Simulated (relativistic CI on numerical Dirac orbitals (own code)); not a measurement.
**Hf²⁺: O2,3 absorption edge**

Computed with this model: Dirac-Coulomb-Breit CI, orbitals from a KLI potential per configuration, model QED, valence Slater integrals scaled by 0.8, multiplet model of core-to-valence dipole absorption; configurations [Xe] 4f14 5d2 → [Kr] 4d10 4f14 5s2 5p5 5d3; 300 K; Lorentzian 0.6 eV and Gaussian 0.3 eV FWHM. Energies are those of the free ion, without screening or charge transfer. The branching ratio is the share of the lower-energy edge in the whole absorption, uncertain by about 0.02 where the edges overlap. S is read from ⟨S²⟩ = S(S + 1).

Field parameters in Wybourne normalisation: D3d B²₀ = −7Dσ, B⁴₀ = −14Dq − 21Dτ, B⁴₃ = −14√(10/7) Dq; D4h B²₀ = −7Ds, B⁴₀ = 21(Dq − Dt), B⁴₄ = 21√(5/14) Dq; Oh B⁴₀ = 21Dq, B⁴₄ = √(5/14) B⁴₀. The field is a parameter set, without covalency.

Computed curve for D4h, 10Dq = 31450, Ds = 2010, Dt = 660 cm⁻¹, scaled to 100 at the maximum (points under 2 are left out and the grid is thinned):

| Energy (eV) | Intensity |
| --- | --- |
| 29.2 | 2.0 |
| 29.7 | 3.7 |
| 30.3 | 8.1 |
| 30.8 | 14.4 |
| 31.4 | 22.2 |
| 31.9 | 25.3 |
| 32.4 | 23.2 |
| 33.0 | 17.6 |
| 33.5 | 17.5 |
| 34.1 | 21.1 |
| 34.6 | 30.6 |
| 35.2 | 44.1 |
| 35.7 | 64.3 |
| 36.2 | 69.6 |
| 36.8 | 54.7 |
| 37.3 | 45.3 |
| 37.9 | 35.9 |
| 38.4 | 35.8 |
| 38.9 | 40.4 |
| 39.5 | 38.6 |
| 40.0 | 39.7 |
| 40.6 | 50.1 |
| 41.1 | 29.6 |
| 41.6 | 28.1 |
| 42.2 | 46.1 |
| 42.7 | 51.4 |
| 43.3 | 60.2 |
| 43.8 | 64.8 |
| 44.3 | 93.5 |
| 44.9 | 91.8 |
| 45.4 | 58.2 |
| 46.0 | 30.5 |
| 46.5 | 23.9 |
| 47.1 | 20.6 |
| 47.6 | 17.0 |
| 48.1 | 9.6 |
| 48.7 | 8.3 |
| 49.2 | 6.1 |
| 49.8 | 3.0 |
| 50.3 | 2.0 |

The ground state has S = 0.99, and the centroid lies at 40.17 eV.
